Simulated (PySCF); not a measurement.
## LiHg and its ions

UHF-CCSD(T); basis Li def2-SVPD, Hg def2-SVPD with ECP60; scalar-relativistic core potentials; PySCF 2.14. Neutral (UHF): doublet (σ ↑), Re = 3.421 Å, ωe = 56.4 cm⁻¹, De = 0.04 eV.

LiHg⁺ (RHF): singlet (closed shell), Re = 2.721 Å, ωe = 250 cm⁻¹, De = 0.51 eV to Li⁺ + Hg. The energies at the minima are -160.33961 hartree for LiHg and -160.16400 for LiHg⁺.

Q: Work out the adiabatic ionisation energy, without and with harmonic zero-point energies (1 hartree = 27.2114 eV, 1 eV = 8065.5 cm⁻¹), and the change of the bond length.

A: At CCSD(T): 0.17561 hartree = 4.779 eV between the minima; the zero-point term (250.0 − 56.4)/2 cm⁻¹ = +0.012 eV makes it 4.791 eV. Re changes by -70.0 pm against the neutral. The electron leaves a σ orbital, and the shorter bond of the ion fits an antibonding orbital, or a change in how ionic the bond is.

LiHg⁻ (RHF): singlet (closed shell), Re = 4.449 Å, ωe = 38.9 cm⁻¹, De = 0.05 eV to Li⁻ + Hg. The energies at the minima are -160.33961 hartree for LiHg and -160.36097 for LiHg⁻.

Q: Work out the adiabatic electron affinity, without and with harmonic zero-point energies (1 hartree = 27.2114 eV, 1 eV = 8065.5 cm⁻¹), and the change of the bond length.

A: At CCSD(T): 0.02136 hartree = 0.581 eV between the minima; the zero-point term (56.4 − 38.9)/2 cm⁻¹ = +0.001 eV makes it 0.582 eV. Re changes by +102.8 pm against the neutral. The electron enters a σ orbital, and the ion is left as a loose complex of an ion and an atom.

Correlated steps freeze no core orbitals. Weak bonds: LiHg, LiHg⁻. Basis-set superposition, not corrected here, can be much of De in a small basis, most of all at correlated wavefunction levels. Spin–orbit coupling is left out. For an ion De counts to the pair picked by the measured ionisation energies or electron affinities, which need not be the lowest pair at this level. States were picked by a PBE0 search and need not be the measured ground states.

Neutral and ion stand on different kinds of reference determinant, which adds to the error of the difference.
